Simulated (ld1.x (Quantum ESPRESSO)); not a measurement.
## Co: one change to a TM potential, before and after

ld1.x (Quantum ESPRESSO) 7.5 input, shortened:

```
&input
   title='Co', zed=27., rel=1, dft='REVPBE', iswitch=3,
   config='[Ar] 3d7 4s1 4p0'
 /
 &inputp
   pseudotype=2, tm=.true., lloc=-1, rcloc=0.75,
   nlcc=.false.
 /
3
4S  1  0   1.00   0.00  2.40  2.40  0.0
3P  2  1   6.00   0.00  0.75  0.75  0.0
3D  3  2   7.00   0.00  1.60  1.60  0.0
 &test
   configts(1)='3p6 3d7 4s1 4p0'
 /
```

All-electron outer shells of the reference configuration (revPBE, scalar-relativistic, ld1.x):

| shell | level (eV) | outermost node (bohr) | outermost maximum (bohr) |
| --- | --- | --- | --- |
| 3s | -111.24 | 0.31 | 0.66 |
| 3p | -74.43 | 0.28 | 0.68 |
| 3d | -16.87 | – | 0.67 |
| 4s | -12.63 | 0.96 | 2.21 |
| 4p | -7.38 | 1.04 | 2.76 |

Change: all radii scaled by about 0.93 (s 2.22, p 0.70, d 1.48 bohr); local potential all-electron potential smoothed inside 0.70 bohr (lloc = -1).

Cutoffs: the cutoffs (Ry, on a coarse ladder) from which the occupation-weighted sum of valence levels, in a spherical-Bessel basis at the reference potential, stays within 10 and 1 mRy of its value at 400 Ry; they do not see the model core or the augmentation charge, which bear on the density cutoff. Errors are all-electron minus pseudo energies relative to the spin-unpolarised reference configuration.

Q: Predict the effect on cutoff, ghosts and configuration errors.

A: The potential gets neither clearly harder nor softer (160 Ry and 300 Ry → 160 Ry and 300 Ry); both files keep a bound ghost (s); the number of tests that count goes from 6 to 7; of the 6 tests that both files solve, the error grows in 3 and shrinks in 1 by more than 15 % and 0.3 meV (median size 7.1 → 12.2 meV).

| quantity | base | changed |
| --- | --- | --- |
| cutoff, loose | 160 Ry | 160 Ry |
| cutoff, tight | 300 Ry | 300 Ry |
| loose cutoff by channel (10 mRy a level) | s 6 Ry, p 110 Ry, d 90 Ry | s 8 Ry, p 110 Ry, d 100 Ry |
| bound ghosts | s | s |
| tests counted (converged, no solver errors) | 6 of 7 | 7 of 7 |
| error for 3p6 3d7 4s2 4p0, meV [ΔE -8.93 eV] | +2.0 | +0.9 |
| error for 3p6 3d7 4s0 4p0, meV [ΔE 16.62 eV] | -3.5 | -4.1 |
| error for 3p6 3d6 4s0 4p0, meV [ΔE 52.38 eV] | +51 | +65 |
| error for 3p6 3d7 4s0 4p1, meV [ΔE 5.33 eV] | +11 | +12 |
| error for 3p6 3d6 4s2 4p0, meV [ΔE 6.19 eV] | +3.7 | -37 |
| error for 3p6 3d7 4s1 4p1, meV [ΔE -4.61 eV] | +12 | +13 |

Base: Tests not counted: 3p6 3d6 4s2 4p1 (pseudo-atom not self-consistent, printed error +27 meV). ld1.x printed “convergence not achieved” for 3 of the counted tests; their residual had stalled under 1e-8, short of the target of 1e-14. Changed file: ld1.x printed “convergence not achieved” for 3 of the counted tests; their residual had stalled under 1e-8, short of the target of 1e-14. A true bound ghost makes a file unfit for plane-wave use even where its test errors are small: the radial tests pick states by their node count and pass the ghost by.
